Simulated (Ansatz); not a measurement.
cis-[VF2(H2O)4]+ (VO4F2H8⁺), relaxed as a singlet with RKS PBE0-D4/def2-SVP in Ansatz, starting from the PBE0-D4/def2-SVP geometry of the charge +1 triplet. Force threshold 0.02 eV/Å.

The restricted singlet is unstable towards broken spin symmetry at other levels; at PBE0-D4/def2-SVP this wasn't settled. The name describes the triplet; other states may take another shape. At PBE0-D4/def2-SVP a triplet of charge 1 lies 1.42 eV below the restricted singlet, each at its own geometry.

Start:

Cartesian coordinates in Å:
```
V 0.350 0.223 -0.154
F 1.896 -0.535 -0.547
O -1.685 0.502 0.460
H -2.393 0.005 0.027
H -1.952 1.433 0.458
F 0.358 1.966 -0.432
O -0.315 -1.739 0.400
H -0.549 -1.898 1.326
H 0.312 -2.433 0.152
O 1.094 0.484 1.788
H 1.080 1.395 2.119
H 2.026 0.215 1.792
O -0.269 0.012 -2.145
H 0.330 -0.521 -2.690
H -0.283 0.892 -2.554
```

**Question.** Estimate the energy that the relaxation releases and the steps that it takes.

**Answer.** 5.3 kcal/mol, in 31 steps; 61 s on 4 threads of Intel Xeon 6975P-C on a shared host. The force fell under the threshold at step 28, but the optimiser went on. No frequencies were taken in this run, so the end may be a saddle point.

**Question.** Does the start keep its bonding and symmetry?

**Answer.** By distances, no bond broke or formed. The bond that changes most is V1–O3, from 2.14 to 2.19 Å (atoms count from 1).

**Question.** Predict the relaxed structure.

**Answer.** 
```xyz
15

V     0.4731    0.2603   -0.1982
F     1.8501   -0.7333   -0.5720
O    -1.4840    0.7399    0.6708
H    -2.1624    0.0575    0.7498
H    -1.9102    1.5627    0.3964
F     0.3526    1.9429   -0.5706
O    -0.4243   -1.6174    0.3992
H     0.1010   -2.1155    1.0428
H    -0.5490   -2.2198   -0.3488
O     1.1272    0.5327    1.7377
H     0.4942    0.8534    2.3944
H     1.9820    0.9451    1.9271
O    -0.0724   -0.2251   -2.2076
H     0.7374   -0.4449   -2.6946
H    -0.5153    0.4615   -2.7263
```
Bond lengths: 4 × O–V 2.06 to 2.19 Å; 2 × F–V 1.73 to 1.74 Å; 8 × H–O 0.97 Å.
